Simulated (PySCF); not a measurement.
# Relaxation of sextet TcI₂

All numbers come from PySCF, UB3LYP, basis Tc def2-SVP with ECP28, I def2-SVP with ECP28 (scalar-relativistic core potentials, no spin–orbit coupling, density fitting). A (50,194) grid was used.

A hand-made linear start, of D∞h symmetry, held to at least that symmetry:

```xyz
3
charge 0 multiplicity 6, angstrom
Tc    0.0000    0.0000    0.0000
I     0.0000    0.0000    2.6100
I     0.0000    0.0000   -2.6100
```

At each step, columns x, y, z (Å) and Fx, Fy, Fz (eV/Å):

```
step 0  E − E(last) = 1.43 kJ/mol
Tc   0.000   0.000   0.000   0.000   0.000   0.000
I    0.000   0.000   2.610   0.000   0.000   0.412
I    0.000   0.000  -2.610   0.000   0.000  -0.412
step 1  E − E(last) = 0.19 kJ/mol
Tc   0.000   0.000   0.000   0.000   0.000   0.000
I    0.000   0.000   2.633   0.000   0.000   0.145
I    0.000   0.000  -2.633   0.000   0.000  -0.145
step 2  E − E(last) = 0.00 kJ/mol
Tc   0.000   0.000   0.000   0.000   0.000   0.000
I    0.000   0.000   2.646   0.000   0.000   0.010
I    0.000   0.000  -2.646   0.000   0.000  -0.010
step 3  E − E(last) = 0.00 kJ/mol
Tc   0.000   0.000   0.000   0.000   0.000   0.000
I    0.000   0.000   2.647   0.000   0.000   0.000
I    0.000   0.000  -2.647   0.000   0.000   0.000
```

It ends at D∞h with Tc–I 2.647 Å (×2); I–Tc–I 180.0°. A frequency run shows a minimum. Other isomers or separated fragments may lie lower.

With open d or f shells other occupations or spin states may lie lower. No spin–orbit coupling is included, which matters more the heavier the element.

The relaxation took roughly 60 core-seconds on a shared host.
